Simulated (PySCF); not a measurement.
C2H6BBr3S.
SMILES: `Br[B-](Br)([S+](C)C)Br`

Linear response at CAM-B3LYP/def2-SVPD (PySCF, frozen core in the response, non-relativistic). Isolated species at its PBE0-D3(BJ)/def2-SVP geometry, gas phase. Relativistic effects, spin–orbit coupling among them, are left out although an element past zinc is present.

Static isotropic polarisability: 123.71 au (18.33 Å³), principal values 114.1, 128.5, 128.5 au.

Task: What is the polarisability at 1064 nm and at the sodium D line?

Result: 124.87 au at 1064 nm (+0.9 %), 127.59 au at 589.3 nm (+3.1 %). The rise at 589.3 nm is 3.36 times that at 1064 nm; a pure ω² law gives 3.26. The lowest singlet lies at 187 nm, shorter than both wavelengths.

Task: What is the isotropic C6 coefficient between two such molecules, C6 = (3/π)∫α(iω)² dω?

Result: 5763 au (Eh·bohr⁶) by a ten-point quadrature over imaginary frequencies, which is 3440 eV·Å⁶ or 332 J·nm⁶/mol.

Task: Which effective excitation energy ω̄ makes London's formula C6 = (3/4)α²ω̄ exact here?

Result: ω̄ = 4·C6/(3α²) = 0.502 Eh = 13.7 eV. A one-pole form α(ω) = α/(1 − ω²/ω̄²) fitted to the 1064 nm value gives 12.1 eV.

Task: How many electrons N does the Slater–Kirkwood formula C6 = (3/4)·√N·α^(3/2) need to give this C6?

Result: N = (4·C6/3)²/α³ = 31.2; the species has 144 electrons in all.

Task: What molar refraction at the D line follows from R = (4π/3)·N_A·α′, with α′ the polarisability volume?

Result: α′ = 18.91 Å³ gives R = 47.69 cm³/mol, for isolated, non-vibrating species.

Task: What n − 1 at the D line would an ideal gas of it have at 273.15 K and 1 atm (2.6868 × 10¹⁹ cm⁻³), by n − 1 = 2π·N·α′?

Result: 31.92 × 10⁻⁴, a formal value whether or not that pressure can be reached.

Task: The lowest 6 singlets have (eV, f): 6.65, 0.004; 6.80, 0.020; 6.94, 0.015; 6.99, 0.016; 7.00, 0.018; 7.15, 0.003. What share of the static polarisability do they carry in the sum over states α = Σ f/ω²?

Result: 1.17 au, 0.9 % of α; the largest term, 0.32 au, is that of the state at 6.80 eV. Their oscillator strengths add up to 0.08. Higher states carry the rest.

Task: How anisotropic is the static polarisability, by Δα² = ½[(α1 − α2)² + (α2 − α3)² + (α3 − α1)²]?

Result: Δα = 14.4 au, or 0.12 of the isotropic value.

The values belong to the conformer `[CH3:1][S+:2]([CH3:3])[B-:4]([Br:5])([Br:6])[Br:7]`: C1–S2–B4–Br5 -174°.
